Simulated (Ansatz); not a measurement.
`N#CC(O)(F)[SiH3]` + `CO[SiH3]` → `CO[SiH2]C#N` + `OC(F)[SiH3]`  (formal exchange of groups at a C–C bond)

Isolated molecules relaxed with PBE0-D4/def2-TZVP in Ansatz; ΔE leaves out vibrations. CCSD(T)/CBS adds triple-zeta CCSD(T) − MP2 to the extrapolated MP2 energy (def2 sets, frozen cores). One conformer a species, not always the lowest.

| species | HF/def2-QZVPP energy (Eh) |
| --- | --- |
| `N#CC(O)(F)[SiH3]` | -595.87489 |
| `CO[SiH3]` | -405.25800 |
| `CO[SiH2]C#N` | -497.04609 |
| `OC(F)[SiH3]` | -504.11863 |

(1) Work out ΔE.

Largest T1 diagnostic among the species: 0.014.

Results:

(1) ΔE = (-497.04609) + (-504.11863) − (-595.87489) − (-405.25800) = -0.03183 Eh = -0.87 eV. CCSD(T)/CBS gives -0.81 eV.

From PBE to PBE0 (25 % exact exchange), in def2-TZVPP and without D4, ΔE moves by −0.04 eV. At CCSD(T), def2-SVP lies +0.20 eV from the extrapolated value and def2-TZVPP +0.04 eV.
